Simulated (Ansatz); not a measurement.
Compare A (`CO[SiH]1C=N1`) with its isomer B (`OC1N=C1[SiH3]`).

Program: Ansatz. Geometries: PBE0-D4/def2-TZVP. ΔE: electronic, gas phase. CCSD(T)/CBS is the MP2 limit (def2-TZVPP, def2-QZVPP) plus CCSD(T) − MP2 in def2-TZVPP, frozen cores. Functionals use def2-TZVPP. B3LYP here is the variant with VWN-RPA as its local correlation; programs differ in this. Each species was taken in one conformer, which may not be the lowest.

Question: Which is lower in electronic energy at CCSD(T)/CBS, and by how much? (Estimate.)

Answer: Ansatz gave: A, by 146.2 kJ/mol.

Question: Give E(B) − E(A) in kJ/mol with PBE0-D4, B3LYP-D4, B2PLYP, ωB97M-V, CCSD/def2-TZVPP, MP2/def2-TZVPP, HF/def2-TZVPP. (Estimate.)

Answer: The calculation gave: PBE0-D4 133.9, B3LYP-D4 144.1, B2PLYP 146.6, ωB97M-V 146.3, CCSD/def2-TZVPP 143.8, MP2/def2-TZVPP 142.7, HF/def2-TZVPP 153.4. None reverses the order clearly.

Largest T1 diagnostic: 0.013.

From PBE to PBE0 (25 % exact exchange), in def2-TZVPP and without D4, E(B) − E(A) moves by +5.9 kJ/mol. In def2-TZVPP, CCSD(T) changes the Hartree–Fock value by −11.5 kJ/mol (the triples alone add −1.9 kJ/mol) and MP2 by −10.7 kJ/mol.
